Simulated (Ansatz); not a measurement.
`BCCBO` and `OBCS[SiH3]` differ in one atom or group.

Ansatz, PBE0-D4/def2-TZVP geometries, multiplicity 1. Each molecule was computed in one conformer, which needn't be the lowest.

| property | `BCCBO` |
| --- | --- |
| size of the dipole moment (ωB97M-V/def2-TZVPP) / D | 1.38 |
| LUMO energy (ωB97M-V/def2-TZVPP) / eV | 0.59 |
| LUMO energy (PBE0/def2-TZVPP) / eV | -1.31 |
| HOMO–LUMO gap (PBE/def2-TZVPP) / eV | 4.39 |
| HOMO energy (PBE/def2-TZVPP) / eV | -6.73 |
| size of the dipole moment (PBE/def2-TZVPP) / D | 1.33 |

Question: What does the change do to each property? (Estimate.)

Answer: Computed: 
| property | `OBCS[SiH3]` | shift |
| --- | --- | --- |
| size of the dipole moment (ωB97M-V/def2-TZVPP) / D | 1.84 | 0.46 |
| LUMO energy (ωB97M-V/def2-TZVPP) / eV | 1.38 | 0.79 |
| LUMO energy (PBE0/def2-TZVPP) / eV | -0.53 | 0.78 |
| HOMO–LUMO gap (PBE/def2-TZVPP) / eV | 4.16 | -0.23 |
| HOMO energy (PBE/def2-TZVPP) / eV | -5.68 | 1.05 |
| size of the dipole moment (PBE/def2-TZVPP) / D | 1.93 | 0.60 |

With PBE0 the HOMO rises by 1.22 eV and the LUMO rises by 0.78 eV, so the gap narrows by about 0.44 eV. PBE moves the HOMO by 1.05 eV and ωB97M-V by 1.35 eV. Dipoles are sizes alone; their direction can turn.
